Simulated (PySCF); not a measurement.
Compound: B3H6N3.
SMILES: `B1NBNBN1`

The calculation used PBE0-D3(BJ)/def2-SVP geometry optimisation, gas phase in PySCF.

Masses are those of the commonest isotopes; rigid-rotor values at the optimised geometry. 

(1) What are A, B and C (MHz)?

(2) Classify the top.

(3) What does the inertial defect say?

Answers

(1) Ia = 95.55, Ib = 95.66, Ic = 191.22 u·Å²; 505379 MHz·u·Å²/I gives A = 5289, B = 5283, C = 2643 MHz.

(2) An oblate symmetric top, as the point group D3h requires two equal moments; the computed ones differ by 0.11 % because the geometry is symmetric only within the optimiser's tolerance. Ray's parameter κ = (2B − A − C)/(A − C) = 0.995; −1 is the prolate and +1 the oblate limit.

(3) Planar: Δ = Ic − Ia − Ib = 0.00 u·Å². For a rigid frame Δ = −2 Σ m c², so it vanishes when all atoms lie in the ab plane; here none is more than 0.01 Å from it.

The point group D3h allows no dipole (computed: 0.01 D), so a rigid rotor has no electric-dipole lines.

Q: Estimate the classical rotational partition function at 10 K, 100 K and 200 K.

A: Point group D3h, symmetry number σ = 6; q = (√π/σ)·√((kT/h)³/(ABC)), k/h = 20836.6 MHz/K: 103 at 10 K, 3270 at 100 K, 9250 at 200 K.

Stationary, but not proved a minimum. Constants of a rigid frame at the computed geometry: no zero-point averaging, no centrifugal distortion.

Time: 32 s of wall time; peak memory 0.48 GiB. Hardware: an Arm Neoverse V1 with one thread, no GPU, shared host with 32 logical CPUs at a one-minute load of 36. That covers the optimisation of the geometry.
